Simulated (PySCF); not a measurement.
Mg(Br)(OSiH3) (BrH₃MgOSi), SMILES [Br][Mg][O][SiH3]. Atoms are numbered in the order given.

```xyz
7

Mg     0.0000     0.0000    -0.1073
Br     0.0000     0.0000     2.2361
O      0.0000     0.0000    -1.8982
Si     0.0000     0.0000    -3.5392
H      1.2099    -0.6985    -4.0809
H      0.0000     1.3970    -4.0809
H     -1.2099    -0.6985    -4.0809
```

Geometry optimised at r2SCAN-D4/def2-SVP. The structure was generated by enumeration; whether it is a known compound was not checked. The values are those of a single conformer.

Level of theory: TDDFT-CAM-B3LYP/def2-SVPD run with PySCF.

Vertical excitations; the highest root listed may be one member of a degenerate set. The molecule is in vacuum. State labels are in the subgroup Cs.

| state | symmetry | energy (eV) | λ (nm) | f | main pairs |
|---|---|---|---|---|---|
| S1 | A' | 5.48 | 226 | 0.017 | HOMO−1→LUMO, HOMO−3→LUMO (degenerate set) |
| S2 | A" | 5.48 | 226 | 0.017 | HOMO→LUMO, HOMO−2→LUMO (degenerate set) |
| S3 | A' | 5.74 | 216 | 0.043 | HOMO−3→LUMO, HOMO−1→LUMO (degenerate set) |
| S4 | A" | 5.74 | 216 | 0.043 | HOMO−2→LUMO, HOMO→LUMO (degenerate set) |
| S5 | A' | 6.88 | 180 | 0.100 | HOMO−4→LUMO 75 % |
| S6 | A" | 7.09 | 175 | 0.000 | HOMO→LUMO+1 30 %, HOMO−1→LUMO+2 30 %, HOMO−2→LUMO+1 14 %, HOMO−3→LUMO+2 14 % |
| S7 | A" | 7.10 | 175 | 0.000 | HOMO−1→LUMO+2, HOMO→LUMO+1, HOMO−3→LUMO+2, HOMO−2→LUMO+1 (degenerate set) |
| S8 | A' | 7.10 | 175 | 0.000 | HOMO−1→LUMO+1, HOMO→LUMO+2, HOMO−3→LUMO+1, HOMO−2→LUMO+2 (degenerate set) |
| S9 | A" | 7.34 | 169 | 0.000 | HOMO−3→LUMO+2 30 %, HOMO−2→LUMO+1 29 %, HOMO−1→LUMO+2 14 %, HOMO→LUMO+1 14 % |
| S10 | A' | 7.35 | 169 | 0.003 | HOMO−3→LUMO+1 32 %, HOMO−2→LUMO+2 32 %, HOMO−1→LUMO+1 12 %, HOMO→LUMO+2 12 % |
| T1 | A' | 5.25 | 236 | 0 | HOMO−1→LUMO, HOMO−3→LUMO (degenerate set) |
| T2 | A" | 5.25 | 236 | 0 | HOMO→LUMO, HOMO−2→LUMO (degenerate set) |
| T3 | A' | 5.48 | 226 | 0 | HOMO−3→LUMO, HOMO−1→LUMO (degenerate set) |
| T4 | A" | 5.48 | 226 | 0 | HOMO−2→LUMO, HOMO→LUMO (degenerate set) |
Triplets are in the Tamm–Dancoff approximation, which puts them higher than full response would, so one can lie above its singlet here.
